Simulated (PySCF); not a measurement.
Caution: the restricted solution is unstable towards spin-unrestricted or complex orbitals, so a lower solution exists and this singlet may not be the ground state.

Delta-SCF ions had no search for a lower state. 

**s-indacene `C1=Cc2cc3c(cc2=C1)C=CC=3` (charge 0, multiplicity 1)**

Computed with PySCF with ωB97X-D3(BJ)/def2-SVP // PBE-D3(BJ)/def2-SVP.

The HOMO comes out as -7.59 eV and the dipole moment is 0.000 e·Å. The LUMO is -1.78 eV and the HOMO–LUMO gap is 5.81 eV. The vertical ionisation energy (Delta-SCF) is 7.30 eV. The vertical electron affinity (Delta-SCF) comes out as 2.02 eV and the total energy is -461.9056 Ha. The cost comes out as around 16 core-minutes (rough).

Bonds (Å): C1–C2 1.414, C1–C9 1.415, C1–H13 1.097, C2–C3 1.433, C2–H14 1.099, C3–C4 1.407, C3–C8 1.452, C4–C5 1.407, C4–H15 1.102, C5–C6 1.452, C5–C12 1.431, C6–C7 1.407, C6–C10 1.433, C7–C8 1.407, C7–H16 1.102, C8–C9 1.431, C9–H17 1.099, C10–C11 1.414, C10–H18 1.099, C11–C12 1.415, C11–H19 1.097, C12–H20 1.099. Bond angles (°): C2–C1–C9 108.5, C2–C1–H13 125.8, C9–C1–H13 125.8, C1–C2–C3 108.7, C1–C2–H14 126.0, C3–C2–H14 125.4, C2–C3–C4 132.1, C2–C3–C8 107.1, C4–C3–C8 120.8, C3–C4–C5 118.4, C3–C4–H15 120.8, C5–C4–H15 120.8, C4–C5–C6 120.8, C4–C5–C12 132.1, C6–C5–C12 107.1, C5–C6–C7 120.8, C5–C6–C10 107.1, C7–C6–C10 132.1, C6–C7–C8 118.4, C6–C7–H16 120.8, C8–C7–H16 120.8, C3–C8–C7 120.8, C3–C8–C9 107.1, C7–C8–C9 132.1, C1–C9–C8 108.7, C1–C9–H17 126.0, C8–C9–H17 125.4, C6–C10–C11 108.7, C6–C10–H18 125.4, C11–C10–H18 126.0, C10–C11–C12 108.5, C10–C11–H19 125.8, C12–C11–H19 125.8, C5–C12–C11 108.7, C5–C12–H20 125.4, C11–C12–H20 126.0.
Charge 0, spin multiplicity 1.
